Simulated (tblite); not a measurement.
A geometry optimisation, step by step.

C₃H₂BrOP.
Numbering: `[Br:1][c:2]1[cH:3][p:4][cH:5][o:6]1` (hydrogens: H7 on C3; H8 on C5)

Computed with GFN2-xTB (tblite), gas phase: L-BFGS steps from a force-field or distance-geometry start until the largest atomic force falls under 0.01 eV/Å. 14 of its 21 geometries are shown.

Step 0: E = -491.4225 eV, largest atomic force 4.763 eV/Å
```
atom  x, y, z in Å  |  force x, y, z in eV/Å
Br1     2.808   -0.238   -0.350   -0.927  -0.278   0.048
C2      0.897   -0.110   -0.129   -1.385   0.718   0.366
C3      0.255    1.080    0.139   -1.198  -0.437  -0.062
P4     -1.592    0.926    0.306    3.247  -3.398  -0.774
C5     -1.219   -0.849    0.013    0.276   2.334   0.231
O6      0.078   -1.208   -0.197   -0.192   1.610   0.278
H7      0.710    2.058    0.228    0.155  -0.432  -0.068
H8     -1.928   -1.650   -0.034    0.024  -0.117  -0.018
```

Step 2: E = -491.8896 eV, largest atomic force 1.232 eV/Å
```
atom  x, y, z in Å  |  force x, y, z in eV/Å
Br1     2.769   -0.248   -0.347   -0.807  -0.228   0.046
C2      0.864   -0.091   -0.119    0.076   0.443   0.111
C3      0.227    1.084    0.138    0.396   0.028  -0.097
P4     -1.502    0.832    0.285   -0.529   0.717   0.204
C5     -1.219   -0.807    0.016    0.403  -1.135  -0.258
O6      0.074   -1.159   -0.189    0.129  -0.096  -0.015
H7      0.712    2.037    0.225    0.099  -0.004  -0.008
H8     -1.916   -1.639   -0.033    0.233   0.274   0.016
```

Step 3: E = -491.9155 eV, largest atomic force 0.703 eV/Å
```
atom  x, y, z in Å  |  force x, y, z in eV/Å
Br1     2.759   -0.251   -0.347   -0.663  -0.231   0.031
C2      0.864   -0.086   -0.117    0.078   0.084   0.047
C3      0.231    1.084    0.137    0.005   0.254  -0.009
P4     -1.507    0.839    0.287   -0.189   0.048   0.063
C5     -1.214   -0.819    0.013    0.310  -0.129  -0.092
O6      0.075   -1.159   -0.189    0.263  -0.069  -0.027
H7      0.713    2.037    0.225    0.124   0.033  -0.006
H8     -1.913   -1.636   -0.033    0.074   0.010  -0.007
```

Step 5: E = -491.9462 eV, largest atomic force 0.323 eV/Å
```
atom  x, y, z in Å  |  force x, y, z in eV/Å
Br1     2.709   -0.270   -0.345    0.068  -0.213  -0.042
C2      0.862   -0.072   -0.112   -0.108  -0.054   0.007
C3      0.228    1.096    0.135   -0.201   0.180   0.051
P4     -1.510    0.834    0.290   -0.016  -0.221  -0.026
C5     -1.194   -0.829    0.006   -0.010   0.320   0.042
O6      0.093   -1.158   -0.189    0.112  -0.013  -0.007
H7      0.724    2.039    0.224    0.096   0.139   0.006
H8     -1.904   -1.632   -0.033    0.058  -0.139  -0.031
```

Step 6: E = -491.9500 eV, largest atomic force 0.246 eV/Å
```
atom  x, y, z in Å  |  force x, y, z in eV/Å
Br1     2.702   -0.277   -0.345    0.150  -0.189  -0.047
C2      0.860   -0.070   -0.111   -0.099   0.065   0.017
C3      0.225    1.101    0.136   -0.103   0.055   0.029
P4     -1.511    0.831    0.290   -0.035  -0.108  -0.013
C5     -1.190   -0.827    0.005   -0.046   0.121   0.023
O6      0.098   -1.158   -0.190   -0.018   0.035   0.013
H7      0.727    2.042    0.224    0.055   0.115   0.006
H8     -1.901   -1.633   -0.034    0.095  -0.093  -0.029
```

Step 8: E = -491.9555 eV, largest atomic force 0.171 eV/Å
```
atom  x, y, z in Å  |  force x, y, z in eV/Å
Br1     2.699   -0.296   -0.348    0.059  -0.109  -0.024
C2      0.854   -0.063   -0.108    0.057   0.113   0.004
C3      0.219    1.110    0.137    0.080  -0.028   0.002
P4     -1.517    0.825    0.290   -0.057   0.126   0.019
C5     -1.188   -0.825    0.004   -0.048  -0.164  -0.010
O6      0.101   -1.155   -0.189   -0.103   0.115   0.030
H7      0.732    2.050    0.224   -0.071  -0.004   0.002
H8     -1.891   -1.638   -0.036    0.082  -0.049  -0.021
```

Step 9: E = -491.9580 eV, largest atomic force 0.141 eV/Å
```
atom  x, y, z in Å  |  force x, y, z in eV/Å
Br1     2.700   -0.309   -0.350   -0.029  -0.058  -0.006
C2      0.853   -0.057   -0.107    0.097   0.056  -0.007
C3      0.216    1.115    0.139    0.094  -0.039  -0.004
P4     -1.521    0.824    0.291    0.001   0.140   0.014
C5     -1.189   -0.825    0.004   -0.034  -0.110  -0.002
O6      0.100   -1.149   -0.187   -0.047   0.101   0.018
H7      0.734    2.055    0.224   -0.117  -0.034   0.004
H8     -1.884   -1.644   -0.038    0.035  -0.056  -0.017
```

Step 11: E = -491.9604 eV, largest atomic force 0.091 eV/Å
```
atom  x, y, z in Å  |  force x, y, z in eV/Å
Br1     2.701   -0.326   -0.353   -0.058  -0.017   0.003
C2      0.855   -0.050   -0.106    0.027  -0.038  -0.008
C3      0.217    1.119    0.140    0.015  -0.021  -0.002
P4     -1.524    0.828    0.291    0.068   0.025  -0.007
C5     -1.191   -0.826    0.005    0.004   0.062   0.016
O6      0.098   -1.141   -0.186    0.026  -0.009  -0.007
H7      0.729    2.059    0.225   -0.087   0.022   0.012
H8     -1.876   -1.653   -0.041    0.006  -0.025  -0.007
```

Step 12: E = -491.9609 eV, largest atomic force 0.074 eV/Å
```
atom  x, y, z in Å  |  force x, y, z in eV/Å
Br1     2.700   -0.329   -0.353   -0.026  -0.015   0.000
C2      0.857   -0.050   -0.107   -0.012  -0.047  -0.004
C3      0.218    1.119    0.141   -0.005  -0.006  -0.001
P4     -1.523    0.829    0.291    0.051  -0.012  -0.009
C5     -1.192   -0.825    0.005    0.015   0.068   0.013
O6      0.098   -1.139   -0.185    0.019  -0.040  -0.009
H7      0.726    2.060    0.225   -0.057   0.046   0.013
H8     -1.874   -1.655   -0.042    0.014   0.007  -0.003
```

Step 14: E = -491.9615 eV, largest atomic force 0.046 eV/Å
```
atom  x, y, z in Å  |  force x, y, z in eV/Å
Br1     2.697   -0.334   -0.354    0.025  -0.016  -0.006
C2      0.858   -0.051   -0.107   -0.021  -0.014   0.002
C3      0.219    1.118    0.141    0.001   0.007  -0.002
P4     -1.520    0.832    0.291   -0.010  -0.021   0.000
C5     -1.192   -0.823    0.006    0.016  -0.006  -0.004
O6      0.099   -1.139   -0.186   -0.007  -0.028  -0.002
H7      0.719    2.063    0.226   -0.017   0.034   0.008
H8     -1.871   -1.657   -0.043    0.012   0.044   0.004
```

Step 15: E = -491.9616 eV, largest atomic force 0.034 eV/Å
```
atom  x, y, z in Å  |  force x, y, z in eV/Å
Br1     2.697   -0.335   -0.354    0.023  -0.013  -0.005
C2      0.857   -0.051   -0.107   -0.002   0.005   0.002
C3      0.220    1.118    0.141    0.004   0.003  -0.003
P4     -1.519    0.832    0.291   -0.018  -0.011   0.002
C5     -1.191   -0.823    0.006    0.011  -0.025  -0.007
O6      0.099   -1.140   -0.186   -0.005  -0.006   0.002
H7      0.717    2.065    0.227   -0.011   0.013   0.004
H8     -1.870   -1.656   -0.043   -0.003   0.034   0.005
```

Step 17: E = -491.9617 eV, largest atomic force 0.023 eV/Å
```
atom  x, y, z in Å  |  force x, y, z in eV/Å
Br1     2.698   -0.337   -0.355    0.004  -0.007  -0.002
C2      0.857   -0.051   -0.107    0.016   0.011   0.000
C3      0.220    1.119    0.140   -0.003  -0.002  -0.001
P4     -1.519    0.831    0.291   -0.001  -0.003   0.001
C5     -1.190   -0.823    0.006    0.003  -0.006  -0.003
O6      0.099   -1.141   -0.186    0.012   0.011   0.002
H7      0.715    2.067    0.227   -0.010  -0.007   0.000
H8     -1.870   -1.655   -0.043   -0.022   0.004   0.003
```

Step 18: E = -491.9617 eV, largest atomic force 0.021 eV/Å
```
atom  x, y, z in Å  |  force x, y, z in eV/Å
Br1     2.698   -0.338   -0.355   -0.003  -0.003   0.000
C2      0.858   -0.051   -0.107    0.013   0.007   0.000
C3      0.220    1.119    0.140   -0.006  -0.002   0.000
P4     -1.520    0.830    0.291    0.008  -0.003  -0.001
C5     -1.190   -0.823    0.006    0.001   0.007   0.000
O6      0.099   -1.141   -0.186    0.015   0.009   0.000
H7      0.714    2.067    0.228   -0.007  -0.007   0.000
H8     -1.870   -1.654   -0.043   -0.020  -0.007   0.001
```

Step 20: E = -491.9618 eV, largest atomic force 0.006 eV/Å
```
atom  x, y, z in Å  |  force x, y, z in eV/Å
Br1     2.699   -0.339   -0.355   -0.002   0.000   0.000
C2      0.859   -0.051   -0.107    0.000  -0.001   0.000
C3      0.220    1.119    0.140   -0.002   0.001   0.001
P4     -1.519    0.830    0.291    0.005  -0.001  -0.001
C5     -1.189   -0.823    0.006   -0.001   0.004   0.001
O6      0.100   -1.140   -0.185    0.003   0.000   0.000
H7      0.713    2.067    0.228    0.000   0.001   0.000
H8     -1.871   -1.653   -0.042   -0.004  -0.004   0.000
```

**Question.** Summarise the path.

**Answer.** The energy falls by 0.5392 eV from step 0 to step 20; nine tenths of that is first reached at step 3. It falls at every step. The largest force goes from 4.763 to 0.006 eV/Å. Among the bonds P4–C5 changes most, from 1.837 to 1.710 Å; the atoms move by 0.083 Å rms after alignment.

**Question.** Follow the three bonds and two angles with the largest change from start to end.

**Answer.** 
| step | E above end (eV) | largest force (eV/Å) | P4–C5 (Å) | C3–P4 (Å) | Br1–C2 (Å) | P4–C3–H7 (°) | Br1–C2–O6 (°) |
| --- | --- | --- | --- | --- | --- | --- | --- |
| 0 | 0.5392 | 4.763 | 1.837 | 1.860 | 1.927 | 119.0 | 122.2 |
| 1 | 0.1694 | 2.143 | 1.747 | 1.801 | 1.935 | 121.5 | 121.5 |
| 2 | 0.0722 | 1.232 | 1.685 | 1.754 | 1.925 | 124.5 | 121.1 |
| 3 | 0.0463 | 0.703 | 1.705 | 1.761 | 1.916 | 124.1 | 120.6 |
| 4 | 0.0281 | 0.421 | 1.714 | 1.765 | 1.896 | 124.6 | 119.8 |
| 5 | 0.0156 | 0.323 | 1.716 | 1.764 | 1.873 | 125.5 | 118.4 |
| 6 | 0.0118 | 0.246 | 1.712 | 1.764 | 1.869 | 126.1 | 117.8 |
| 7 | 0.0085 | 0.196 | 1.707 | 1.764 | 1.871 | 126.7 | 117.1 |
| 8 | 0.0063 | 0.171 | 1.706 | 1.765 | 1.875 | 127.2 | 116.6 |
| 9 | 0.0038 | 0.141 | 1.706 | 1.768 | 1.881 | 127.6 | 116.0 |
| 10 | 0.0023 | 0.114 | 1.709 | 1.771 | 1.883 | 127.6 | 115.6 |
| 11 | 0.0014 | 0.091 | 1.711 | 1.771 | 1.882 | 127.3 | 115.5 |
| 12 | 0.0009 | 0.074 | 1.711 | 1.771 | 1.880 | 127.0 | 115.4 |
| 13 | 0.0005 | 0.060 | 1.711 | 1.769 | 1.878 | 126.7 | 115.4 |
| 14 | 0.0003 | 0.046 | 1.711 | 1.769 | 1.877 | 126.5 | 115.4 |
| 15 | 0.0002 | 0.034 | 1.710 | 1.768 | 1.878 | 126.3 | 115.3 |
| 16 | 0.0001 | 0.024 | 1.710 | 1.769 | 1.878 | 126.2 | 115.3 |
| 17 | 0.0001 | 0.023 | 1.710 | 1.769 | 1.879 | 126.2 | 115.2 |
| 18 | 0.0000 | 0.021 | 1.710 | 1.769 | 1.879 | 126.1 | 115.2 |
| 19 | 0.0000 | 0.015 | 1.710 | 1.769 | 1.879 | 126.1 | 115.2 |
| 20 | 0.0000 | 0.006 | 1.710 | 1.769 | 1.879 | 126.1 | 115.2 |

What follows is the cost of the whole relaxation. Hardware: one thread, Arm Neoverse V2 (aarch64), shared host with 96 logical CPUs at a one-minute load of 34. Cost: under 0.1 s of wall time.
